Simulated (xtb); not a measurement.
H$_{4}$O$_{4}$Ti, charge +1, quartet, at a GFN2-xTB geometry of the parent state (such geometries of metal compounds can be far from the true shape) (a state made from the parent by changing its charge; the spin is typed, not shown lowest).

Here is a job for xtb.
```
$ xtb mol.xyz --gfn 2 --chrg 1 --uhf 3 --json

# file mol.xyz
9

Ti     0.00000000     0.00000000    -0.00000000
O      1.24544225    -0.58253470    -1.05566096
H      2.18594291    -0.38412089    -1.04907072
O      0.70126705     0.27495552     1.56125498
H      0.42784937     0.88996160     2.24752262
O     -0.68322854     1.49335881    -0.55495166
H     -1.41360157     1.63536595    -1.16350913
O     -1.26348075    -1.18577963     0.04935764
H     -1.20019071    -2.14120665    -0.03494277
```

Task: What is the computed partial charges in atom order (GFN2-xTB run with xtb)?

Result: Ti1 0.83, O2 -0.36, H3 0.40, O4 -0.36, H5 0.40, O6 -0.36, H7 0.40, O8 -0.36, H9 0.40

Task: Give the total energy at the level GFN2-xTB.

Result: -38.596498 Ry
